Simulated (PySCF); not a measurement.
One of the candidates below gave these computed data.

All candidates are C8H15P.

* 1H NMR: chemical shifts (computed TMS as zero) by class: 4.14 (1 H), 2.10 (3 H), 1.98 (2 H), 1.01 (9 H) ppm [GIAO PBE0/pcSseg-1]
* NMR, other nuclei: isotropic shieldings of nuclei other than C and H, by class: 465 (1 P) ppm [GIAO PBE0/pcSseg-1]
* Rotational structure: rotational constants A, B, C: 2.953, 0.556, 0.526 GHz [GFN2-xTB]
* 13C NMR: chemical shifts (computed TMS as zero) by class: 108.4 (1 C), 80.0 (1 C), 44.1 (1 C), 32.0 (1 C), 31.7 (3 C), 6.2 (1 C) ppm [GIAO PBE0/pcSseg-1]
* Dipole: 1.47 D [PBE0/pcSseg-1]

The electronic properties come from PySCF, for the isolated species, density fitting. Levels stand in brackets. One conformer (not necessarily the lowest) at the GFN2-xTB geometry, without solvent, vibrations or thermal averaging. GFN2-xTB frequencies show an imaginary mode (27i cm⁻¹), so this geometry is no minimum at that level. Each NMR value is the plain mean over a class of atoms that symmetry, rotation or inversion makes alike.

Question: Which candidate is it?
A. `C=CP1(=C)CCCCC1`
B. `C=CC[P@@](=C)(C)C(=C)C`
C. `CC#CPCC(C)(C)C`

Answer: C. It is `CC#CPCC(C)(C)C`. Numbering: `[CH3:1][C:2]#[C:3][PH:4][CH2:5][C:6]([CH3:7])([CH3:8])[CH3:9]`. 8 carbons fall into 6 classes; from least to most shielded: alkyne carbon [C2] (108.4 ppm), alkyne carbon [C3] (80.0 ppm), sp3 carbon bound to phosphorus [C5] (44.1 ppm), quaternary sp3 carbon [C6] (32.0 ppm), methyl carbon [C7/C8/C9] (31.7 ppm, 3 C, up to 5.1 ppm apart in this geometry), propargylic carbon [C1] (6.2 ppm). Hydrogen classes from least to most shielded: 1 H on a phosphine phosphorus, P4 (4.14 ppm), 3 H on a propargylic carbon, C1 (2.10 ppm), 2 H on an sp3 carbon bound to phosphorus, C5 (1.98 ppm, a mean of values up to 1.2 ppm apart in this geometry), 9 H on 3 methyl carbons, C7/C8/C9 (1.01 ppm, a mean of values up to 1.1 ppm apart in this geometry). The other shieldings belong to: 465 ppm, phosphine phosphorus [P4]. The optimised geometry has point group C1 and is an asymmetric top.

The others, at the same levels:
- `C=CP1(=C)CCCCC1` fails: its computed 13C shifts are 153.3 (1 C), 128.5 (1 C), 33.2 (1 C), 27.9 (2 C), 24.9 (2 C), -3.8 (1 C) ppm, 1H shifts are 6.38 (1 H), 5.95 (1 H), 5.64 (1 H), 2.96 (2 H), 2.06 (2 H), 1.91 (1 H), 1.75 (2 H), 1.45 (2 H), 1.10 (1 H), -0.42 (2 H) ppm and rotational constant A is 2.194 GHz (against 2.953 GHz).
- `C=CC[P@@](=C)(C)C(=C)C` fails: it has 8 carbon classes against 6; its computed 13C shifts are 147.7 (1 C), 143.1 (1 C), 138.4 (1 C), 125.1 (1 C), 47.2 (1 C), 25.9 (1 C), 19.2 (1 C), -2.9 (1 C) ppm, 1H shifts are 7.62 (1 H), 6.24 (1 H), 6.20 (1 H), 5.42 (1 H), 5.39 (1 H), 2.67 (1 H), 2.66 (1 H), 1.97 (3 H), 1.36 (3 H), -0.38 (2 H) ppm and rotational constant A is 1.632 GHz (against 2.953 GHz).

Each candidate is one conformer, not necessarily the lowest. Dipoles, sizes and rotational constants follow the conformer. The torsions of the flexible species, by atom-mapped SMILES:
- `[CH3:1][C:2]#[C:3][PH:4][CH2:5][C:6]([CH3:7])([CH3:8])[CH3:9]`: C3–P4–C5–C6 -178°, P4–C5–C6–C7 -56°
- `[CH2:1]=[CH:2][CH2:3][P@@:4](=[CH2:5])([CH3:6])[C:7](=[CH2:8])[CH3:9]`: C1–C2–C3–P4 103°, C2–C3–P4–C5 161°, C3–P4–C7–C8 89°

The conformers of `C=CP1(=C)CCCCC1` aren't listed.
